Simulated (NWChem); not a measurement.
**Total energies of H₄HfS**

```xyz
6

Hf    -0.0296     0.4283     0.0000
H     -1.8278     0.8709     0.0000
H      0.7950     1.1403     1.4927
H      0.7950     1.1403    -1.4927
S      0.2194    -1.9937     0.0000
H     -1.1396    -2.0923     0.0000
```
Charge 0, spin multiplicity 1.

All runs are NWChem calculations. The geometry was optimised at B3LYP/def2-SVP with def2 effective core potentials on Hf, a minimum by its harmonic frequencies.

Basis set: def2-SVP (70 functions).

```json
[
 {"method": "RHF", "total energy (Ha)": "-447.18872"},
 {"method": "MP2", "total energy (Ha)": "-447.54173"},
 {"method": "B2PLYP", "total energy (Ha)": "-448.16336"},
 {"method": "PBE", "total energy (Ha)": "-448.28789"},
 {"method": "B3LYP", "total energy (Ha)": "-448.49764"},
 {"method": "M06-2X", "total energy (Ha)": "-448.33112"},
 {"method": "CCSD(T)", "total energy (Ha)": "-447.59048"}
]
```

Total energies of different functionals aren't comparable as a measure of quality: only differences taken within one method are. 

Effective core potentials replace the inner electrons of Hf; spin-orbit coupling is left out. The correlated methods keep 5 core orbitals frozen. B3LYP has NWChem's definition, with VWN1-RPA local correlation. The structure started from a generated list of species. Coupled-cluster values serve here as a point of comparison, not as the truth.
